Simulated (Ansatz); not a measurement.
CH8N2Si2, SMILES `N[SiH2]N1C[SiH2]1` from Hartree–Fock to CCSD(T)

```xyz
13

N     1.244    0.539    2.049
Si    1.141    0.659    0.345
N    -0.315    0.104   -0.361
C    -0.871   -1.272   -0.498
Si   -1.493    0.065   -1.583
H     1.670   -0.261    2.484
H     0.589    0.995    2.662
H     2.300   -0.140   -0.143
H     1.235    2.080   -0.075
H    -1.449   -1.626    0.354
H    -0.186   -2.024   -0.893
H    -2.788    0.740   -1.339
H    -1.078    0.139   -3.003
```

Charge 0, multiplicity 1. The geometry is a stationary point of PBE0-D4/def2-TZVP. It is one conformer, not always the lowest. Frozen core, restricted reference, Ansatz. CBS rows extrapolate triple and quadruple zeta; past MP2 they add the triple-zeta difference.

```json
{"basis": "def2-SVP", "HF (Eh)": "-729.00661", "MP2 corr.": "-0.66844", "CCSD corr.": "-0.72660", "(T)": "-0.02147", "CCSD(T) total": "-729.75468"}
{"basis": "def2-TZVPP", "HF (Eh)": "-729.40017", "MP2 corr.": "-0.83412", "CCSD corr.": "-0.88274", "(T)": "-0.03582", "CCSD(T) total": "-730.31873"}
{"basis": "def2-QZVPP", "HF (Eh)": "-729.42654", "MP2 corr.": "-0.89307", "CCSD corr.": "–", "(T)": "–", "CCSD(T) total": "–"}
{"basis": "CBS(def2)", "HF (Eh)": "-729.43017", "MP2 corr.": "-0.93673", "CCSD corr.": "-0.98535", "(T)": "as TZ", "CCSD(T) total": "-730.45134"}
```
